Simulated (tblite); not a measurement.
C₇H₉O (SMILES Cc1ccc([OH2+])cc1), charge +1, singlet, at a GFN2-xTB geometry; IPEA1-xTB in tblite.

Here is a job for tblite.
```
$ tblite run mol.xyz --method ipea1 --charge 1 --spin 0 --json tblite.json --no-restart

# file mol.xyz
17

C      2.87951788     0.20566659     0.42166366
C      1.40826357     0.10095801     0.21597349
C      0.71987839     1.09958188    -0.47152699
C     -0.64445072     1.01104217    -0.68628767
C     -1.30523065    -0.09810312    -0.20179620
O     -2.75355612    -0.22906971    -0.47044933
C     -0.66932931    -1.10929232     0.48541880
C      0.69632597    -0.99914869     0.68833419
H      3.21187229    -0.43385518     1.23387831
H      3.17135935     1.23172760     0.63031576
H      3.39733766    -0.10458254    -0.48607370
H      1.25611675     1.95835130    -0.84314072
H     -1.16763125     1.78695379    -1.22369178
H     -3.16875779     0.65590003    -0.55414266
H     -3.18240640    -0.77713632     0.22116556
H     -1.21094853    -1.96791192     0.85156121
H      1.21165585    -1.78111609     1.22304716
```

Output, abridged:

```
xTB calculator
 | screened Coulomb repulsion
 | Coulomb electrostatics
 |  * isotropic Klopman-Ohno-Mataga-Nishimoto electrostatics
 |  * onsite third-order electrostatics
 | DFT-D3(BJ) dispersion correction

halogen bonding energy    0.0000000000000E+00 Eh
repulsion energy          5.1819874734613E-01 Eh
dispersion energy        -7.3254011606347E-03 Eh
number of electrons       4.2000000000000E+01 e
integral cutoff           4.0000000000000E+01 bohr

------------------------------------------------------------
  cycle        total energy    energy error   density error
------------------------------------------------------------
      1     -26.14597954106  -2.6656853E+01   5.5290161E-01
      2     -26.19069127766  -4.4711737E-02   3.1751831E-01
      3     -25.93686709543   2.5382418E-01   1.7692895E-01
      4     -26.21981085218  -2.8294376E-01   3.9821633E-02
      5     -26.23026007486  -1.0449223E-02   1.4283504E-02
      6     -26.23159616326  -1.3360884E-03   4.9726048E-03
      7     -26.23178783539  -1.9167214E-04   1.3360474E-03
      8     -26.23180589636  -1.8060967E-05   6.1570219E-04
      9     -26.23180883502  -2.9386641E-06   1.1299965E-04
     10     -26.23180883026   4.7636455E-09   7.3271678E-05
     11     -26.23180888058  -5.0318189E-08   1.3992631E-05
------------------------------------------------------------

electronic energy        -2.6742682226765E+01 Eh
total energy             -2.6231808880579E+01 Eh

Post processing:
 | Mayer-Wiberg bond orders

[Info] JSON dump of results written to 'tblite.json'
```
